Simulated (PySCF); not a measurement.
Radial density of B⁴⁺ (boron, charge +4)

BLYP, 1s1, 2S determinant. Computed with PySCF 2.14 in an even-tempered Gaussian basis (17 s from 0.81 bohr⁻², ratio 2.2; 7 p from 1.3 bohr⁻², ratio 2.4; 4 d from 4 bohr⁻², ratio 2.4; 3 f from 6 bohr⁻², ratio 2.4; 3 g from 8.9 bohr⁻², ratio 2.4), with scalar relativity by spin-free X2C-1e.

| r (bohr) | 4πr²ρ (e/bohr) | 4πr²(ρα − ρβ) |
| --- | --- | --- |
| 0.00436 | 0.009466 | 0.0095 |
| 0.00734 | 0.02579 | 0.0258 |
| 0.0123 | 0.06896 | 0.0690 |
| 0.0208 | 0.1784 | 0.1784 |
| 0.0349 | 0.4359 | 0.4359 |
| 0.0588 | 0.9674 | 0.9674 |
| 0.0988 | 1.823 | 1.8235 |
| 0.166 | 2.613 | 2.6133 |
| 0.280 | 2.370 | 2.3701 |
| 0.470 | 1.003 | 1.0033 |
| 0.791 | 0.1196 | 0.1196 |
| 1.33 | 0.001754 | 0.0018 |

Densities and radii are taken from the X2C orbitals without a picture-change correction, which distorts them close to the nucleus.

For one electron the Hartree and exchange-correlation energies should cancel; what remains is the self-interaction error.
